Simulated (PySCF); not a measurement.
Simulated Si 2p region for `F[SiH]1CCC1`, binding energy against the vacuum level.

Every computed line was given a Gaussian of 0.4 eV full width at half maximum and an area set by the number of equivalent atoms (split 2:1 within a doublet); the highest printed point is 100. The calculation used delta-SCF UKS SCAN, pcX-2 on the ionised atom, pcseg-1 elsewhere, spin-free X2C in PySCF.

(binding energy (eV), intensity): (106.9, 0), (107.0, 1), (107.1, 6), (107.2, 21), (107.3, 50), (107.4, 84), (107.5, 100), (107.6, 84), (107.7, 52), (107.8, 29), (107.9, 27), (108.0, 39), (108.1, 50), (108.2, 45), (108.3, 30), (108.4, 14), (108.5, 4), (108.6, 1), (108.7, 0)

Task: Count the maxima, the lines and the sites behind this envelope.

Result: The curve has 2 maxima (at 107.5 and 108.1 eV). Under it lie 2 lines from 1 inequivalent silicon site, drawn as a 2p3/2, 2p1/2 pair.

Task: Decompose the envelope and assign each component. Numbering: `[F:1][SiH:2]1[CH2:3][CH2:4][CH2:5]1`.

Result: 
```tsv
position (eV)	relative area	line	atoms	environment
107.50	0.67	Si 2p3/2	Si2	fluorine-bound silicon
108.13	0.33	Si 2p1/2	Si2	fluorine-bound silicon
```

Shake-up satellites, vibrational structure and lifetime widths aren't simulated. 2p3/2 and 2p1/2 are the ΔSCF energy of one spin-free 2p hole plus the eigenvalues of a spin–orbit and ligand-field matrix of the shell. 2p1/2 minus 2p3/2 (ligand field included): Si 0.63 eV. Isolated species at its PBE0-D3(BJ)/def2-SVP geometry (one conformer only).

Time: 48 s wall. Hardware: x86-64 server, one thread, on a shared host.
